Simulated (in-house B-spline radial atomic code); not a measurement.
Ge²⁺. Computed with a B-spline radial atomic code. Model: non-relativistic spherical atom: semilocal Troullier-Martins pseudo-atom, one channel per l, against all electrons, high spin, G0W0 and RPA with empty states to l = 8, local potential for every l without a channel, a model core (radius 0 = none) keeps its share of the functional.

The core holds an angular momentum without a channel of its own, so the local potential lets valence electrons into it.

What the tables leave out is listed at the end.

The pseudopotential gives back the lowest level of each angular momentum of its own functional in the configuration it was made in; a second state of the same l is only approximately right. Exact exchange, RPA and GW see the smooth pseudo-orbitals and miss the exchange with the core, for which the functional's share stands in. The column with an uncorrelated core keeps all orbitals and exact exchange, and so separates missing core correlation from pseudisation. Only the three outermost levels and the lowest empty one were computed. RPA here is direct RPA, with no exchange kernel, and its energies carry an (l + 1/2)⁻⁴ tail. A hybrid on a potential with a model core restores only its own semilocal share of the core's exchange.

Command:
```bash
python run_psgw.py task.json out
```
Settings (lengths in bohr, energies in hartree):
```
Z                      32
electrons              30
configuration          [Ar] 3d10 4s2
generated_in           [Ar] 3d10 4s2
functional             pbe,pbe
core_shells            6
radius_factor          1.3
core_correction        True
ion_configuration      [Ar] 3d10 4s1
```

Cost of the run: 42 s on 1 thread of Arm Neoverse N1 (shared host).

Given: made with PBE; model core radius 1.458 bohr; local radius 2.277 bohr; mean-field start PBE.

Valence shells of the generating configuration: 4s.

Channel: s 2.227, p 2.561 (radii in bohr).

Computed: largest level miss in the spin-unpolarised generating configuration 0 eV; valence RPA correlation energy all-electron orbitals -0.080638 hartree; valence RPA correlation energy pseudo -0.087576 hartree; all-electron RPA polarisability, core included 8.7829 bohr³; ionisation by mean-field all-electron 33.871 eV; ionisation by mean-field pseudo minus all 0.117 eV; ionisation by RPA pseudo minus all 0.658 eV.

```csv
level,occupied,mean-field all-electron (eV),mean-field pseudo minus all (eV),G0W0 all-electron (eV),G0W0 uncorrelated core minus all (eV),G0W0 pseudo minus all (eV),exchange self-energy all-electron (eV),exchange self-energy pseudo (eV)
4s,1,-28.784,0,-33.991,0.63,0.162,-16.597,-12.444
4p (empty),0,-19.796,0,-16.1,0.297,-0.118,-5.2442,-2.5642
```

What is the pseudo-atom RPA polarisability?

8.69 bohr³.

What is the ionisation by RPA all-electron?

34.011 eV.

Given: mean-field start PBE0.

Computed: valence RPA correlation energy all-electron orbitals -0.070975 hartree; all-electron RPA polarisability, core included 8.0152 bohr³; pseudo-atom RPA polarisability 8.239 bohr³; ionisation by mean-field pseudo minus all -0.306 eV; ionisation by RPA all-electron 33.836 eV; ionisation by RPA pseudo minus all -0.149 eV.

| level | occupied | mean-field all-electron (eV) | mean-field pseudo minus all (eV) | G0W0 all-electron (eV) | G0W0 uncorrelated core minus all (eV) | G0W0 pseudo minus all (eV) | exchange self-energy all-electron (eV) | exchange self-energy pseudo (eV) |
| --- | --- | --- | --- | --- | --- | --- | --- | --- |
| 4s | 1 | -29.806 | 0.352 | -33.877 | 0.619 | 0.613 | -16.381 | -12.219 |
| 4p (empty) | 0 | -18.694 | 0.089 | -16.046 | 0.277 | 0.02 | -4.9666 | -2.4954 |

What is the ionisation by mean-field all-electron?

33.513 eV.

What is the valence RPA correlation energy pseudo?

-0.077095 hartree.

Among the listed levels the largest G0W0 shift of the pseudo-atom is +0.61 eV, for 4s on the PBE0 start, while leaving the core uncorrelated moves that level by +0.62 eV. The rest, -0.01 eV, comes from pseudisation and the lost core exchange. Not in the tables (levels of low weight, unsolved or above zero; the highest and the empty levels are kept at any weight): no Hartree-Fock pseudo-atom is run with a model core.
